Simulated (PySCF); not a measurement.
Compound: C₆H₁₄BP.
InChI=1S/C6H14BP/c1-6-4-5-8(6)7(2)3/h6H,4-5H2,1-3H3/t6-,8?/m0/s1

Computed, not measured: TDDFT CAM-B3LYP/def2-SVPD, vertical, gas phase, core orbitals frozen in the response in PySCF 2.14.0, density-fitted response routines. The structure is a single PBE0-D3(BJ)/def2-SVP conformer in the gas phase; no vibrational or solvent corrections.

```
state  λ (nm)  E (eV)       f  main configurations (H = HOMO, L = LUMO)
   S1   273.5    4.53   0.098                                 H→L (91%)
   S2   230.5    5.38   0.027                   H→L+2 (80%), H→L+5 (9%)
   S3   215.1    5.76   0.042                               H-1→L (83%)
   S4   206.2    6.01   0.050                               H→L+1 (90%)
   S5   196.8    6.30  0.0069                  H-2→L (76%), H-3→L (16%)
   S6   186.3    6.65   0.027                  H→L+3 (69%), H→L+5 (18%)
   S7   184.0    6.74   0.050                               H→L+4 (78%)
   S8   175.3    7.07  0.0066   H-1→L+2 (33%), H→L+5 (24%), H→L+3 (12%)
   S9   175.0    7.09  0.0026                  H-3→L (56%), H-2→L (16%)
  S10   172.3    7.20   0.044   H-1→L+2 (41%), H→L+5 (21%), H-3→L (10%)
```

Triplets, Tamm–Dancoff:

| state | E (eV) | λ (nm) | main configurations (H = HOMO, L = LUMO) |
| --- | --- | --- | --- |
| T1 | 3.42 | 362.2 | H→L (94%) |
| T2 | 4.58 | 270.9 | H→L+2 (69%), H→L+5 (14%) |
| T3 | 5.21 | 237.8 | H-1→L (89%) |
| T4 | 5.87 | 211.2 | H→L+1 (82%) |

The lowest singlet comes at 274 nm (437 kJ/mol) in the ultraviolet; it is of moderate strength; its leading configuration is HOMO→LUMO (91%). The lowest level is also the most intense of those listed (f = 0.098). Löwdin shares by element: HOMO phosphorus 53%, carbon 16% or more, boron 14% (atoms not listed hold the other 17%); LUMO boron 35%, phosphorus 20%, carbon 19% or more (atoms not listed hold the other 26%). The listed states span 2.67 eV, and the widest gap between neighbours is 0.85 eV (S1 to S2). Weighted by f, the mean energy of these states is 5.86 eV. Orbital energies (eV): HOMO-3 -10.60, HOMO-2 -9.64, HOMO-1 -9.09, HOMO -7.38, LUMO 0.27, LUMO+1 1.06, LUMO+2 1.30. All these states lie below the vertical ionisation energy of 7.97 eV (ΔSCF). Only the lowest 10 singlets were computed, as vertical energies without vibronic structure.

Time: 3.1 min; peak memory 1.4 GiB. Hardware: one thread of an Arm Neoverse V2, no GPU, shared host.

Without π bonds the low states are Rydberg-like; a valence basis with one diffuse set may place them up to an eV too high.
